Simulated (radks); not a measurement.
Numerical settings for the zinc ion Zn3+, [Ar] 3d9. All-electron calculation, Dirac Kohn-Sham, PBE, spin-unpolarised, spherical densities, point nucleus; open shells fill j = l - 1/2 first. Program: a radial shooting solver on a logarithmic mesh with Libxc functionals. The defaults (mesh step 0.008 in ln r, mesh end at 40 bohr or more with all orbitals vanishing there, Anderson mixing 0.5 over 9 steps, residual threshold near 1e-9 with the energy settled to 1e-9 hartree or 1e-11 of itself, here a cap of 72 iterations) give E = -1793.5592 hartree and 3d5/2 at -50.542 eV in 15 iterations. Run on one thread of a shared host, so times are rough (Arm Neoverse V2): 0.08 s of CPU time, 0.08 s wall, 15 iterations on 2476 mesh points. One setting is changed at a time: mesh step in ln r 0.2; mesh step in ln r 0.02; mesh step in ln r 0.003; mesh end (bohr) 20; mesh end (bohr) 1; residual threshold 0.001; residual threshold 0.1; mixing 1.5; linear mixing, mixing 0.05; linear mixing, mixing 1; mixing history 3; iteration cap 3. Which runs fail to converge, and which converge to a wrong energy?

Answer. Not converged within the cap: mesh step in ln r 0.2; linear mixing, mixing 0.05; linear mixing, mixing 1; iteration cap 3. Settled on a wrong energy, with an occupied level pushed above zero by the early mesh end: mesh end (bohr) 1 (+46 hartree). Apart from these: no run marked as converged misses the energy by more than 1 mhartree.
